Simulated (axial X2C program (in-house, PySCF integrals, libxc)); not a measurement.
**HRhH: the levels of the configuration d7 s0 p(π)0**

Computed with an in-house all-electron X2C program for linear molecules (integrals from PySCF): two-component X2C with atomic mean-field Coulomb and Gaunt terms, basis H dyall-v3z, Rh dyall-v3z (cores contracted in-house). Orbitals come from Hartree–Fock averaged over the configuration Rh d7 s0 p(π)0; CI then distributes these electrons over the d, s, p(π) shells of Rh. The speed of light was multiplied by 2, so these are model numbers.

H–Rh–H held linear, both bonds 1.775 Å (near the minimum of the configuration average).

Lowest levels of this model:

| Ω | energy (cm⁻¹) | g∥ | configuration |
| --- | --- | --- | --- |
| 9/2 | 0 | 12.01 | 100% d7 |
| 7/2 | 289 | 8.00 | 100% d7 |
| 5/2 | 576 | 4.00 | 100% d7 |
| 3/2 | 861 | 0.00 | 100% d7 |
| 1/2 | 1621 | 1.99 | 100% d7 |
| 3/2 | 1666 | 5.97 | 100% d7 |
| 5/2 | 3639 | 7.99 | 100% d7 |
| 3/2 | 3777 | 4.03 | 100% d7 |
| 1/2 | 3879 | 0.44 | 100% d7 |
| 1/2 | 4002 | 3.58 | 100% d7 |
| 5/2 | 8101 | 6.01 | 100% d7 |
| 3/2 | 8551 | 2.06 | 100% d7 |
| 7/2 | 9056 | 9.99 | 100% d7 |
| 5/2 | 9282 | 6.00 | 100% d7 |
| 1/2 | 9686 | 1.99 | 100% d7 |
| 7/2 | 12624 | 8.01 | 100% d7 |
| 9/2 | 19768 | 10.00 | 100% d7 |
| 7/2 | 19800 | 6.01 | 100% d7 |
| 9/2 | 24858 | 9.99 | 100% d7 |

g∥ is the magnitude of 2⟨Lz + ge Sz⟩ for the +Ω component.

**Question.** From Ω and g∥ of the lowest level, whose 2⟨Lz + ge Sz⟩ is positive, find ⟨Sz⟩ and ⟨Lz⟩ (ge = 2.0023).

**Answer.** Ω = ⟨Lz⟩ + ⟨Sz⟩ = 9/2 and ⟨Lz⟩ + ge⟨Sz⟩ = 6.005, so ⟨Sz⟩ = 1.50 and ⟨Lz⟩ = 3.00.

Occupations of the active spinors in the lowest level by ω, shell by shell in order of energy: -5/2: 0.00; -3/2: 0.99 0.01 0.00; -1/2: 1.00 0.00 0.00 0.00; 1/2: 1.00 1.00 0.00 0.00; 3/2: 1.00 1.00 0.00; 5/2: 1.00. The leading determinant has weight 0.99 among 463.

This point took 2.1 s on 1 thread of Arm Neoverse V2, on a shared host.

Dynamic correlation is missing, so gaps between terms are too wide and other configurations may lie lower; the lowest level listed is that of this model, not necessarily the ground state. For d shells the ligand-field splittings (σ, π, δ) and their order can be off by a thousand cm⁻¹ or more. At most 4 roots were kept for each Ω > 0 (twice that for Ω = 0) within 3.2 eV of the lowest, so higher up levels can be missing between those listed; levels with Ω > 0 are doubly degenerate and listed once, Ω = 0 levels singly. Some active spinors are only partly of the character that their shell is named for, so the shell names and counts are nominal. States that fill the shells left empty in the average are placed too high. The molecule was held linear; bending was not examined.
